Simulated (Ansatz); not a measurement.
Reaction (SMILES): [Si](Cl)Cl (closed-shell singlet) → 2 Cl atom + Si atom
B3LYP-D3(BJ)/def2-TZVP geometries, fixed; electronic energies without zero-point terms.

Basis-set convergence of the atomisation energy at PBE with Ansatz (a first-principles code). Cartesian d functions, on some or all atoms, in 6-31+G*; all else is spherical. The program fits the integrals of some runs and decomposes those of others, by size. Open shells are unrestricted. No added dispersion term, no relativity. Functions are those of the species that has most. Reference: the value in aug-cc-pV(5+d)Z, 211.79 kcal/mol, itself unsure by roughly 0.04 kcal/mol (its mean distance from pcseg-4, aug-pcseg-3, aug-cc-pV(Q+d)Z). Deviations are taken from unrounded values. Cost is core time over that of aug-pcseg-3, rough, on shared machines of one kind; a dash marks a row that isn't timed (too short, read off another run, short of memory, by another algorithm or on other hardware).

```
basis            functions  atomisation energy (kcal/mol)  minus reference (kcal/mol)  cost
---------------  ---------  -----------------------------  --------------------------  ----
6-31G                   39                         168.90                      -42.89     -
pcseg-0                 39                         169.30                      -42.50     -
def2-SVP                54                         209.15                       -2.64     -
pcseg-1                 54                         202.82                       -8.97     -
6-31+G*                 69                         202.62                       -9.18     -
cc-pV(D+d)Z             69                         208.37                       -3.43     -
aug-cc-pV(D+d)Z         96                         208.84                       -2.95     -
def2-TZVP              111                         211.90                        0.10     -
cc-pV(T+d)Z            117                         211.76                       -0.04     -
jun-cc-pV(T+d)Z        144                         211.47                       -0.33  0.4×
aug-pcseg-2            150                         211.13                       -0.66  0.5×
def2-TZVPPD            150                         211.82                        0.03     -
pcseg-3                192                         211.62                       -0.17  0.5×
def2-QZVPP             210                         211.62                       -0.17  0.5×
aug-pcseg-3            267                         211.68                       -0.11    1×
cc-pV(5+d)Z            300                         211.81                        0.02  0.9×
pcseg-4                315                         211.77                       -0.02  0.9×
aug-cc-pV(5+d)Z        408                         211.79                        0.00    8×
```

The smallest set listed that lies within 4 kcal/mol of the reference with all its larger relatives (same family, alike in diffuse functions; a set with none counts only in the reference's own line) is def2-SVP (54 functions, -2.64 kcal/mol off). (Relatives not listed, tested too: def2-TZVPP 0.16, aug-cc-pV(T+d)Z -0.25, cc-pV(Q+d)Z 0.03, def2-QZVP -0.17, def2-QZVPPD -0.18, aug-cc-pV(Q+d)Z 0.00 kcal/mol.)
